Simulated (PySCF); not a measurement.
HN$_{2}$ (SMILES N#[NH+]), charge +1, singlet, geometry from GFN2-xTB, with bond 3-1 at 1.5 times its length; PBE/cc-pVDZ run with PySCF.

The PySCF input:
```python
from pyscf import gto, scf, dft

mol = gto.M(
    atom='''
N    -0.00000000   -0.00000000   -0.43539476
N     0.00000000    0.00000000    0.64482984
H     0.00000000    0.00000000   -1.98137099
''',
    basis='cc-pvdz',
    charge=1,
    verbose=4,
)

mf = dft.RKS(mol)
mf.xc = 'pbe'
mf.kernel()
mo_i, mo_e, stable_i, stable_e = mf.stability(internal=True, external=True, return_status=True, nroots=6, tol=1e-6)
print('internally stable:', stable_i, ' externally stable:', stable_e)
if not stable_e:
    umf = mf.to_uhf() if not hasattr(mf, 'xc') else mf.to_uks()
    umf.scf_summary = {}
    umf.kernel(umf.make_rdm1(mo_e, umf.mo_occ))
```

Task: Predict the main parts of the log of this PySCF run.

Result: 
```
PySCF version 2.14.0

[INPUT] verbose = 4
[INPUT] num. atoms = 3
[INPUT] num. electrons = 14
[INPUT] charge = 1
[INPUT] spin (= nelec alpha-beta = 2S) = 0
[INPUT] symmetry False subgroup None
[INPUT] Mole.unit = angstrom
[INPUT] Symbol           X                Y                Z      unit          X                Y                Z       unit  Magmom
[INPUT]  1 N      0.000000000000   0.000000000000  -0.435394760000 AA    0.000000000000   0.000000000000  -0.822776852471 Bohr   0.0
[INPUT]  2 N      0.000000000000   0.000000000000   0.644829840000 AA    0.000000000000   0.000000000000   1.218551794547 Bohr   0.0
[INPUT]  3 H      0.000000000000   0.000000000000  -1.981370990000 AA    0.000000000000   0.000000000000  -3.744248522258 Bohr   0.0

nuclear repulsion = 27.810520771111
number of shells = 13
number of NR pGTOs = 59
number of NR cGTOs = 33
basis = cc-pvdz
ecp = {}

******** <class 'pyscf.dft.rks.RKS'> ********
method = RKS
initial guess = minao
damping factor = 0
level_shift factor = 0
DIIS = <class 'pyscf.scf.diis.CDIIS'>
diis_start_cycle = 1
diis_space = 8
diis_damp = 0
SCF conv_tol = 1e-09
SCF conv_tol_grad = None
SCF max_cycles = 50
direct_scf = True
direct_scf_tol = 1e-13
XC library pyscf.dft.libxc version 7.1.2
    S. Lehtola, C. Steigemann, M. J. T. Oliveira, and M. A. L. Marques,  SoftwareX 7, 1–5 (2018)
XC functionals = pbe
    J. P. Perdew, K. Burke, and M. Ernzerhof,  Phys. Rev. Lett. 77, 3865 (1996)
    J. P. Perdew, K. Burke, and M. Ernzerhof,  Phys. Rev. Lett. 78, 1396 (1997)
    J. P. Perdew, K. Burke, and M. Ernzerhof,  Phys. Rev. Lett. 77, 3865 (1996)
    J. P. Perdew, K. Burke, and M. Ernzerhof,  Phys. Rev. Lett. 78, 1396 (1997)
radial grids:
    Treutler-Ahlrichs [JCP 102, 346 (1995); DOI:10.1063/1.469408] (M4) radial grids

becke partition: Becke, JCP 88, 2547 (1988); DOI:10.1063/1.454033
pruning grids: <function nwchem_prune>
grids dens level: 3
symmetrized grids: False
atomic radii adjust function: <function treutler_atomic_radii_adjust>
small_rho_cutoff = 0
Set gradient conv threshold to 3.16228e-05
Initial guess from minao.
tot grids = 37616
init E= -110.126672311283
cycle= 1 E= -109.520073238183  delta_E= 0.607  |g|= 0.303  |ddm|= 1.85
cycle= 2 E= -109.376973246522  delta_E= 0.143  |g|= 0.906  |ddm|= 0.943
cycle= 3 E= -109.548850120616  delta_E= -0.172  |g|= 0.0667  |ddm|= 0.542
cycle= 4 E= -109.549793492579  delta_E= -0.000943  |g|= 0.00429  |ddm|= 0.0622
cycle= 5 E= -109.549797986721  delta_E= -4.49e-06  |g|= 0.000584  |ddm|= 0.00362
cycle= 6 E= -109.549798054616  delta_E= -6.79e-08  |g|= 9.86e-05  |ddm|= 0.000495
cycle= 7 E= -109.549798056534  delta_E= -1.92e-09  |g|= 6.21e-05  |ddm|= 0.000176
cycle= 8 E= -109.549798057935  delta_E= -1.4e-09  |g|= 3.36e-06  |ddm|= 6.89e-05
cycle= 9 E= -109.549798057937  delta_E= -2.16e-12  |g|= 2.39e-07  |ddm|= 2.09e-06
Extra cycle  E= -109.549798057937  delta_E= 1.14e-13  |g|= 8.63e-07  |ddm|= 5.48e-07
converged SCF energy = -109.549798057937
rhf_internal: lowest eigs of H = [1.04371962 1.10941985 1.10941986 1.49217668 1.62718383 1.62718427]
<class 'pyscf.dft.rks.RKS'> wavefunction is stable in the internal stability analysis

WARN: QR decomposition removed 1 vectors.

WARN: QR decomposition removed 1 vectors.

rhf_real2complex: lowest eigs of H = [0.22762616 0.26295399 0.33035505 0.33035514 0.37304216 0.39570394]
<class 'pyscf.dft.rks.RKS'> wavefunction is stable in the real -> complex stability analysis
rhf_external: lowest eigs of H = [0.14903736 0.21457941 0.23799073 0.23799073 0.25673682 0.25673689]
<class 'pyscf.dft.rks.RKS'> wavefunction is stable in the RHF/RKS -> UHF/UKS stability analysis
internally stable: True  externally stable: True
```
